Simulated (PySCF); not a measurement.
Si(Cl)(F)2(SH) (ClF₂HSSi), SMILES S[Si](F)(F)Cl. Atoms are numbered in the order given.

```xyz
6

F     -1.2540    -0.8121    -1.0430
Si    -0.2270     0.1049    -0.2221
F     -0.5062     1.6318    -0.6347
S      1.7094    -0.5277    -0.7526
Cl    -0.6250    -0.0415     1.7710
H      2.2950     0.3009     0.1426
```

Geometry: r2SCAN-D4/def2-SVP. The values are those of a single conformer.

Level of theory: PySCF with HF/def2-TZVP.

Computed frontier levels, gap, dipole moment and polarisability:
```
Property                                                                                                       Result
---------------------------------------------------------------------------------------------  ----------------------
highest occupied level                                                                                      -11.41 eV
lowest empty level                                                                                            3.10 eV
orbital gap                                                                                                  14.51 eV
dipole moment                                                                                                  1.86 D
quadrupole, principal values (traceless, Buckingham form, about the centre of nuclear charge)  -4.05, -0.40, 4.45 D·Å
mean static polarisability                                                                       46.6 bohr³ (6.91 Å³)
polarisability, principal values                                                               39.3, 44.3, 56.4 bohr³
```
